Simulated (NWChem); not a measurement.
All runs are NWChem calculations. System: H6BP, charge 0, spin multiplicity 1, displaced from the optimised geometry. The structure started from a generated list of species. Level: B3LYP/def2-SVP, VWN1-RPA local correlation.

Part of the output:

```
             Northwest Computational Chemistry Package (NWChem) 7.3.0
             --------------------------------------------------------

                                NWChem Input Module
                                -------------------

 Scaling coordinates for geometry "geometry" by  1.889725989
 (inverse scale =  0.529177249)

 Turning off AUTOSYM since
 SYMMETRY directive was detected!

                             Geometry "geometry" -> ""
                             -------------------------

 Output coordinates in angstroms (scale by  1.889725989 to convert to a.u.)

  No.       Tag          Charge          X              Y              Z
 ---- ---------------- ---------- -------------- -------------- --------------
    1 B                    5.0000    -0.87698700     1.11862100     0.00000000
    2 H                    1.0000    -0.58071700     1.72034000     1.04676200
    3 H                    1.0000    -0.58071700     1.72034000    -1.04676200
    4 H                    1.0000    -2.00771400     0.60189500     0.00000000
    5 P                   15.0000     0.34944500    -0.44575200     0.00000000
    6 H                    1.0000     1.77385800    -0.19660300     0.00000000
    7 H                    1.0000     0.26927300    -1.37640100    -1.10386200
    8 H                    1.0000     0.26927300    -1.37640100     1.10386200

 Effective nuclear repulsion energy (a.u.)      57.6094167624

            Nuclear Dipole moment (a.u.)
            ----------------------------
        X                 Y               Z
 ---------------- ---------------- ----------------
    -0.0000075589    -0.0000094486     0.0000000000

      Symmetry information
      --------------------

 Group name             Cs
 Group number              2
 Group order               2
 No. of unique centers     6

      Symmetry unique atoms

     1    2    4    5    6    7


 Summary of "ao basis" -> "" (spherical)
 ------------------------------------------------------------------------------
       Tag                 Description            Shells   Functions and Types
 ---------------- ------------------------------  ------  ---------------------
 *                          def2-svp                  on all atoms

                                 NWChem DFT Module
                                 -----------------

 Summary of "ao basis" -> "ao basis" (spherical)
 ------------------------------------------------------------------------------
[...]
     2   1 0 1     -0.000000     -0.000000     -0.000000      0.000000
     2   0 2 0    -19.306549    -44.196209    -44.196209     69.085869
     2   0 1 1     -0.000000     -0.000000     -0.000000      0.000000
     2   0 0 2    -17.440845    -16.984658    -16.984658     16.528471

            General Information
            -------------------
          SCF calculation type: DFT
          Wavefunction type:  closed shell.
          No. of atoms     :     8
          No. of electrons :    26
           Alpha electrons :    13
            Beta electrons :    13
          Charge           :     0
          Spin multiplicity:     1
          Use of symmetry is: on ; symmetry adaption is: on
          Maximum number of iterations: 100
          AO basis - number of functions:    62
                     number of shells:    32
          Convergence on energy requested:  1.00D-06
          Convergence on density requested:  1.00D-05
          Convergence on gradient requested:  5.00D-04

              XC Information
              --------------
                         B3LYP Method XC Potential
                     Hartree-Fock (Exact) Exchange  0.200
                        Slater Exchange Functional  0.800 local
                    Becke 1988 Exchange Functional  0.720 non-local
              Lee-Yang-Parr Correlation Functional  0.810
                  VWN I RPA Correlation Functional  0.190 local

             Grid Information
             ----------------
          Grid used for XC integration:  medium
          Radial quadrature: Mura-Knowles
          Angular quadrature: Lebedev.
          Tag              B.-S. Rad. Rad. Pts. Rad. Cut. Ang. Pts.
          ---              ---------- --------- --------- ---------
          B                   0.85       49           9.0       434
          H                   0.35       45          11.0       434
          P                   1.00       88           8.0       590
          Grid pruning is: on
          Number of quadrature shells:   317
          Spatial weights used:  Erf1

          Convergence Information
          -----------------------
          Convergence aids based upon iterative change in
          total energy or number of iterations.
          Levelshifting, if invoked, occurs when the
          HOMO/LUMO gap drops below (HL_TOL):  1.00D-02
          DIIS, if invoked, will attempt to extrapolate
          using up to (NFOCK): 10 stored Fock matrices.

                    Damping(70%)  Levelshifting(0.5)       DIIS
                  --------------- ------------------- ---------------
          dE  on:    start            ASAP                start
          dE off:   30 iters        100 iters           100 iters

      Screening Tolerance Information
      -------------------------------
          Density screening/tol_rho:  1.00D-10
          AO Gaussian exp screening on grid/accAOfunc:  14
          CD Gaussian exp screening on grid/accCDfunc:  20
          XC Gaussian exp screening on grid/accXCfunc:  20
          Schwarz screening/accCoul:  1.00D-08

                            NWChem DFT Gradient Module
                            --------------------------

  charge          =   0.00
  wavefunction    = closed shell

  Using symmetry

                         DFT ENERGY GRADIENTS

    atom               coordinates                        gradient
                 x          y          z           x          y          z
   1 B      -1.657265   2.113887   0.000000    0.001203  -0.001535   0.000000
   2 H      -1.097396   3.250971   1.978093    0.001839   0.005367   0.008243
   3 H      -1.097396   3.250971  -1.978093    0.001839   0.005367  -0.008243
   4 H      -3.794029   1.137417   0.000000   -0.009398  -0.003441   0.000000
   5 P       0.660355  -0.842349   0.000000   -0.004991   0.006375   0.000000
   6 H       3.352106  -0.371526   0.000000    0.011101   0.002179   0.000000
   7 H       0.508852  -2.601021  -2.085997   -0.000797  -0.007156  -0.008733
   8 H       0.508852  -2.601021   2.085997   -0.000797  -0.007156   0.008733

                 ----------------------------------------
                 |  Time  |  1-e(secs)   |  2-e(secs)   |
                 ----------------------------------------
                 |  CPU   |       0.00   |       0.70   |
                 ----------------------------------------
                 |  WALL  |       0.00   |       0.70   |
                 ----------------------------------------

 Task  times  cpu:        6.8s     wall:        6.8s

 Total times  cpu:        6.8s     wall:        6.8s
```

Question: Write an NWChem input that would produce this output.

Answer: This is not unique; one that fits is 
```
start mol
memory heap 200 mb stack 900 mb global 1100 mb
geometry units angstroms nocenter noautoz
  B     -0.876987     1.118621     0.000000
  H     -0.580717     1.720340     1.046762
  H     -0.580717     1.720340    -1.046762
  H     -2.007714     0.601895     0.000000
  P      0.349445    -0.445752     0.000000
  H      1.773858    -0.196603     0.000000
  H      0.269273    -1.376401    -1.103862
  H      0.269273    -1.376401     1.103862
  symmetry group Cs
end
basis spherical
  * library def2-svp
end
dft
  xc b3lyp
  semidirect memsize 60000000 filesize 0
  iterations 100
  convergence damp 70 ncydp 30
end
task dft gradient
```
